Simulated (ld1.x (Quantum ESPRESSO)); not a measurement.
**Which change was made? (Co, TM)**

- Element: cobalt
- Generator: ld1.x (Quantum ESPRESSO) 7.5
- Type: norm-conserving Troullier–Martins (Kleinman–Bylander form)
- Functional: PBEsol
- Relativity: scalar-relativistic
- Frozen core: [Ne]
- Valence charge: 17
- Reference configuration: 3s2 3p6 3d7 4s2 4p0
- Partial waves: 3p (bound): rc 1.25 bohr; 3d (bound): rc 1.10 bohr; 3s (bound): rc 1.30 bohr
- Local potential: the s channel
- Core correction: none

Occupied shells without a wave of their own: 4s. They enter only through the test configuration that unscreens the potential.

Cutoffs, loose and tight: the cutoffs (Ry, on a coarse ladder) from which the occupation-weighted sum of valence levels, in a spherical-Bessel basis at the reference potential, stays within 10 and 1 mRy of its value at 400 Ry. They do not see the model core or the augmentation charge, which bear on the density cutoff. Test errors are all-electron minus pseudo excitation energies from the reference, over the configurations 3s2 3p6 3d7 4s1 4p0; 3s2 3p6 3d7 4s0 4p0; 3s2 3p6 3d6 4s0 4p0; 3s2 3p6 3d6 4s2 4p1; 3s2 3p6 3d7 4s1 4p1; 3s2 3p6 3d5 4s0 4p0; 3s2 3p6 3d8 4s0 4p0; variants that change the core or the reference have their own tests.

The base gives: outcome: generated, misses its reference levels by 1.02 eV; cutoff, loose: 180 Ry; cutoff, tight: 260 Ry; bound ghosts: none; largest test error (meV): -6767.

Question: After one change the result is: outcome: generated, misses its reference levels by 1.53 eV; cutoff, loose: 160 Ry; cutoff, tight: 260 Ry; bound ghosts: none; largest test error (meV): -9810. Which change was it?
A. all radii scaled by about 1.11 (s 1.44, p 1.38, d 1.22 bohr)
B. all radii scaled by about 1.33 (s 1.74, p 1.66, d 1.46 bohr)
C. all radii scaled by about 0.76 (s 0.98, p 0.94, d 0.84 bohr)
D. all radii scaled by about 0.90 (s 1.18, p 1.12, d 1.00 bohr)

Answer: A. The others give: all radii scaled by about 0.76 (s 0.98, p 0.94, d 0.84 bohr) → outcome: generated, misses its reference levels by 0.22 eV; cutoff, loose: 260 Ry; cutoff, tight: over 300 Ry; bound ghosts: none; largest test error (meV): -1506 | all radii scaled by about 0.90 (s 1.18, p 1.12, d 1.00 bohr) → outcome: generated, misses its reference levels by 0.62 eV; cutoff, loose: 200 Ry; cutoff, tight: 300 Ry; bound ghosts: none; largest test error (meV): -4204 | all radii scaled by about 1.33 (s 1.74, p 1.66, d 1.46 bohr) → outcome: failed: run_pseudo: Errors in PS-KS equation.
